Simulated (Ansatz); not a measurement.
Total energies of BFH4OSi (`B[SiH](O)F`).

```xyz
8

B    -0.043   -1.375    0.086
Si    0.186    0.607    0.376
O    -0.762    1.470   -0.646
F     1.740    0.901    0.098
H    -0.256   -2.152    0.968
H     0.029   -1.819   -1.025
H    -0.122    1.152    1.716
H    -0.772    1.217   -1.571
```

The species carries charge 0 and has multiplicity 1. Geometry: relaxed with PBE0-D4/def2-TZVP. It is one conformer, not always the lowest. Basis def2-TZVPP, Ansatz 0.2.0.

RPA on PBE orbitals: Hartree–Fock energy of these orbitals -490.38339 Eh, correlation -1.15149 Eh (frozen core).

| functional | kind | energy without D4 (Eh) | D4 term (kJ/mol) |
| --- | --- | --- | --- |
| r2SCAN0 | meta-GGA hybrid, 25 % | -491.83262 | -3.4 |
| BHLYP | global hybrid, 50 % | -491.90632 | -15.3 |

(1) Give the same for LDA (SPW92), PBE, revPBE, BLYP, r2SCAN, B97M-V, PBE0, B3LYP, r2SCANh, HSE06 (plane-wave form), CAM-B3LYP, LC-ωPBE, ωB97X-V, ωB97M-V, B2PLYP, PBE-QIDH. (Best estimate.)

B3LYP takes the VWN-RPA correlation (the form of Gaussian; ORCA's B3LYP/G). HSE06 is the plane-wave form, built on full-range PBE exchange. The double hybrids freeze the cores in their second-order part.

## Answers

(1) Computed: 
| functional | kind | energy without D4 (Eh) | D4 term (kJ/mol) |
| --- | --- | --- | --- |
| LDA (SPW92) | LDA | -489.33239 | – |
| PBE | GGA | -491.60606 | -12.4 |
| revPBE | GGA | -491.84959 | -38.2 |
| BLYP | GGA | -491.94534 | -27.6 |
| r2SCAN | meta-GGA | -491.86050 | -2.9 |
| B97M-V | meta-GGA with VV10 | -491.86147 | – |
| PBE0 | global hybrid, 25 % exact exchange | -491.64530 | -10.4 |
| B3LYP | global hybrid, 20 % | -492.01637 | -20.1 |
| r2SCANh | meta-GGA hybrid, 10 % | -491.84895 | -3.1 |
| HSE06 (plane-wave form) | screened hybrid | -491.62914 | -9.7 |
| CAM-B3LYP | range-separated hybrid | -491.93146 | -10.5 |
| LC-ωPBE | long-range corrected hybrid | -491.77544 | – |
| ωB97X-V | range-separated hybrid GGA with VV10 | -491.87522 | – |
| ωB97M-V | range-separated hybrid meta-GGA with VV10 | -491.89899 | – |
| B2PLYP | double hybrid | -491.73937 | – |
| PBE-QIDH | double hybrid | -491.53921 | – |

LC-ωPBE has ω = 0.4 bohr⁻¹.
